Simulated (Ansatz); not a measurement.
A structure relaxed at PBE-D4/def2-SVP in Ansatz, charge 1, doublet:

```xyz
8

Si   -1.7607    0.5674   -0.6543
Si    0.4565   -1.0622   -1.6356
Si   -0.6865   -0.2345    1.4602
Si    1.8296    0.9134    0.7643
Se    1.1729   -1.5093    0.7873
Se   -1.8014   -1.4109   -1.8956
Se    0.3731    1.3562   -1.4328
Se    0.4165    1.3799    2.6064
```

Give its formula.

the cluster Si₄Se₄⁺ (the lowest doublet isomer of a short search).

Summarise the bond lengths by kind (pairs closer than 1.2 times the sum of covalent radii, bridged metal pairs left out).

10 × Se–Si 2.27 to 2.67 Å; 1 × Si–Si 2.50 Å.

The structure comes from a short search, and lower isomers may exist.
